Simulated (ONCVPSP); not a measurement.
PBEsol ONCV dataset for nickel, fully relativistic all-electron reference.

ONCVPSP 4.0.1 input, shortened (lines: element, Z, core and valence counts, functional; n l f; lmax; l rc ep ncon nbas qcut; lloc lpopt rc5 dvloc0; l nproj debl; icmod fcfact rcfact), PBEsol, fully relativistic:

```
  Ni 28.00    3    5  -116133      upf
    1    0    2.00
    2    0    2.00
    2    1    6.00
    3    0    2.00
    3    1    6.00
    3    2    8.00
    4    0    1.00
    4    1    1.00
    2
    0    1.05    0.00    4    7    9.60
    1    1.35    0.00    3    6   12.70
    2    1.65    0.00    4    9    8.50
    4    3    0.95   -1.00
    0    2    2.90
    1    2    2.90
    2    2    1.90
    3    4.25    1.55
```

Open shells are filled in proportion to 2j + 1.

* Cutoffs needed: 41 Ha and 89 Ha (the cutoffs (Ha) at which the residual kinetic energy of the hardest occupied pseudo-wave falls to 1 and 0.1 mHa per electron)
* Ghost test: no bound ghost flagged; no localised positive-energy state flagged
* Configuration tests: 1 of 4 tests not solved or not reliable
* rms error of d²Exc/dni dnj: 7.22 mHa without and 4.77 mHa with the model core
